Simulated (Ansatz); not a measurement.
`O[SiH2][CH2][SbH2]` + `[OH][GaH2]` → `[GaH2][O][SbH2]` + `C[SiH2]O` at 600 K and 1 bar (ligand exchange at the Sb–C bond).

Calculated with Ansatz (gas phase, PBE0-D4/def2-TZVP geometries, no zero-point term in ΔE). CCSD(T)/CBS is the MP2 limit (def2-TZVPP, def2-QZVPP) plus CCSD(T) − MP2 in def2-TZVPP, frozen cores. This one scheme is used for every species. Elements past krypton have def2 core potentials. For Ga, Sb outer-core shells are correlated without core-valence functions, which leaves a few kJ/mol of doubt a bond. Scalar relativity is left out up to krypton. One conformer a species, not always the lowest.

```json
{"species": "`O[SiH2][CH2][SbH2]`", "CCSD(T)/CBS energy (Eh)": "-646.56944", "H − E (kJ/mol)": "255.2", "S (J/(mol·K))": "467.5"}
{"species": "`[OH][GaH2]`", "CCSD(T)/CBS energy (Eh)": "-2000.92981", "H − E (kJ/mol)": "103.5", "S (J/(mol·K))": "310.5"}
{"species": "`[GaH2][O][SbH2]`", "CCSD(T)/CBS energy (Eh)": "-2241.53579", "H − E (kJ/mol)": "130.8", "S (J/(mol·K))": "421.4"}
{"species": "`C[SiH2]O`", "CCSD(T)/CBS energy (Eh)": "-405.96945", "H − E (kJ/mol)": "226.2", "S (J/(mol·K))": "370.0"}
```

H − E and S are ideal-gas, rigid-rotor, harmonic terms from PBE0-D4/def2-TZVP, for one conformer and one mirror image of each species. 1 Eh = 2625.50 kJ/mol, R = 8.31446 J/(mol·K).

By hand: ΔE, ΔH, ΔS and ΔG.

ΔE = (-2241.53579) + (-405.96945) − (-646.56944) − (-2000.92981) = -0.00599 Eh = -15.7 kJ/mol. Δ(H − E) = 130.8 + 226.2 − 255.2 − 103.5 = -1.7, so ΔH = -17.4 kJ/mol. ΔS = 421.4 + 370.0 − 467.5 − 310.5 = 13.4 J/(mol·K). ΔG = -17.4 − 600 × (13.4)/1000 = -25.4 kJ/mol.

By hand: the equilibrium constant, and the temperature at which ΔG would vanish if ΔH and ΔS stayed fixed.

log₁₀ K = −ΔG/(RT ln 10) = 2.2. ΔH and −TΔS have one sign here, so there is no such temperature.

TΔS isn't small against ΔH here. A doubt of 5 kJ/mol in ΔE shifts log₁₀ K by 0.4 here. Other conformers and mirror images would add mixing entropy, several J/(mol·K) or more a flexible species. Modes under 60 cm⁻¹, often nearly free rotors, make the harmonic entropy too high. These are equilibria of isolated gas molecules and say nothing of rates. Largest T1 diagnostic: 0.016 (customary marks: 0.02 for closed shells, 0.045 for open ones).
